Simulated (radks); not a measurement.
Charge is removed step by step from the 3d up level of Sc+, starting from [Ar] 3d(up 1, down 0) 4s1. Calculated with a radial shooting solver on a logarithmic mesh with Libxc functionals: non-relativistic Kohn-Sham, BLYP, spin-polarised, spherical densities, point nucleus; open shells are filled with parallel spins first.

removed (e)  E - E(0) (eV)  eigenvalue (eV)  E minus straight line (eV)
0                    0.000          -10.405                       0.000
0.125                1.388          -11.806                      -0.669
0.25                 2.954          -13.262                      -1.158
0.375                4.705          -14.770                      -1.463
0.5                  6.648          -16.325                      -1.576
0.625                8.789          -17.927                      -1.492
0.75                11.132          -19.574                      -1.205
0.875               13.684          -21.262                      -0.709
1                   16.449          -22.991                       0.000

Removing the whole electron costs 16.449 eV by Delta-SCF, against 10.405 eV from minus the eigenvalue at the starting occupation. Slater's transition state (half an electron removed) gives 16.325 eV. Integrating minus the eigenvalue over the occupation (Janak's theorem) gives 16.449 eV. The mean slope of the eigenvalue, de/dn, is 12.6 eV per electron.
